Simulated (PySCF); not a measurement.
## SiF₄ + 2 Br₂ → SiBr₄ + 2 F₂

Level: PBE0 in the def2-SVP basis family, all electrons, no relativity, computed in PySCF with density fitting; open shells unrestricted.

```
species              state and structure        E (Eh)  ZPE (kJ/mol)  H(298 K) − H(0) (kJ/mol)  S° (J/(mol K))
   SiF₄   singlet, Td, Si–F 1.586 Å (×4)    -688.20308          33.4                      15.5           284.1
    Br₂      singlet, D∞h, Br–Br 2.298 Å   -5147.07788           1.9                       9.7           245.2
  SiBr₄  singlet, Td, Si–Br 2.203 Å (×4)  -10583.65906          13.9                      22.3           379.4
     F₂        singlet, D∞h, F–F 1.376 Å    -199.15566           6.5                       8.7           201.9
```

(1) What is the electronic reaction energy?

(2) Add zero-point, thermal and entropy terms for 298.15 K and 1 bar.

Results:

(1) At PBE0/def2-SVP, ΔE = 1019.9 kJ/mol from the differences of the total energies times 2625.5, uphill. 

(2) ΔZPE = -10.3 and Δ[H(298) − H(0)] = 4.8 kJ/mol give ΔH° = 1014.4 kJ/mol. ΔS° = 8.7 J/(mol K), so ΔG° = 1014.4 − 298.15 × (0.0087) = 1012 kJ/mol.

The structures come from searches over a few start shapes, so lower isomers are not excluded.
